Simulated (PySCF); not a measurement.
# Bond curve of AsSe⁺

Set-up: As cc-pVDZ-PP with ECP10, Se cc-pVDZ-PP with ECP10; scalar-relativistic core potentials (PySCF 2.14). Energies in eV from As + Se⁺ in their ground configurations at the same level. State: ¹Σ⁺ (singlet), closed shell.

All columns are M06-2X. A positive dipole points towards Se; it is taken about the centre of mass and depends on that origin.

```tsv
R (Å)	E (eV)	μ (D)	Mulliken charge on As (basis-dependent)	HOMO (eV)	LUMO (eV)	Mayer bond order	⟨S²⟩
1.784	-2.422	-0.82	0.62	-17.04	-8.38	2.74	0.00
1.867	-3.623	-1.06	0.64	-17.08	-8.62	2.75	0.00
1.950	-4.276	-1.30	0.65	-16.75	-8.85	2.75	0.00
2.012	-4.499	-1.47	0.66	-16.48	-9.02	2.75	0.00
2.074	-4.553	-1.64	0.67	-16.23	-9.18	2.75	0.00
2.136	-4.476	-1.81	0.68	-16.00	-9.33	2.76	0.00
2.219	-4.224	-2.02	0.69	-15.72	-9.52	2.76	0.00
2.323	-3.748	-2.28	0.71	-15.40	-9.73	2.76	0.00
2.447	-3.043	-2.56	0.72	-15.06	-9.95	2.76	0.00
2.613	-2.013	-2.89	0.72	-14.67	-10.20	2.76	0.00
```

A fit through these points gives, at Re = 2.066 Å, μ = -1.62 D and dμ/dR = -2.73 D/Å; the reduced mass is 38.67 u.

Question: How strong is the fundamental in the double-harmonic approximation, I = 42.26·(dμ/dR)²/μred km/mol?

Answer: I = 42.26·(-2.73)²/38.67 = 8.14 km/mol at M06-2X.

For an ion De counts to the pair picked by the measured ionisation energies or electron affinities, which need not be the lowest pair at this level.
